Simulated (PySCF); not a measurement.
Computed IR spectrum (relative IR intensity) of a molecule C₃H₉NSi₂. Geometry optimised at B3LYP-D3(BJ)/def2-SVP. One conformer was computed; it need not be the lowest. Level of theory: PySCF with B3LYP-D3(BJ)/def2-SVP. Frequencies are harmonic and unscaled.

Lines under 2 % of the strongest are left out, and lines within 2 cm⁻¹ are merged.

ν (cm⁻¹): 304 (w), 338 (w), 600 (w), 653 (vw), 687 (w), 690 (m), 739 (w), 813 (w), 858 (w), 878 (m), 946 (vs), 996 (m), 1000 (s), 1024 (vw), 1108 (w), 1124 (m), 1450 (vw), 1453 (vw), 1624 (vw), 2177 (w), 2179 (s), 2191 (vs), 2201 (w), 3011 (w), 3076 (vw), 3106 (w), 3110 (w), 3630 (w) (against the strongest line: vs over 80 %, s over 45 %, m over 15 %, w over 4 %, vw less)

Pick the molecule that these values belong to.
(A) C=C/C=N\[SiH2][SiH3]
(B) [SiH3]C1=NC[C@H]1[SiH3]
(C) CC1=C[SiH2]N[SiH2]1
(D) CC1=N[C@@H]([SiH3])[SiH2]1

C, CC1=C[SiH2]N[SiH2]1
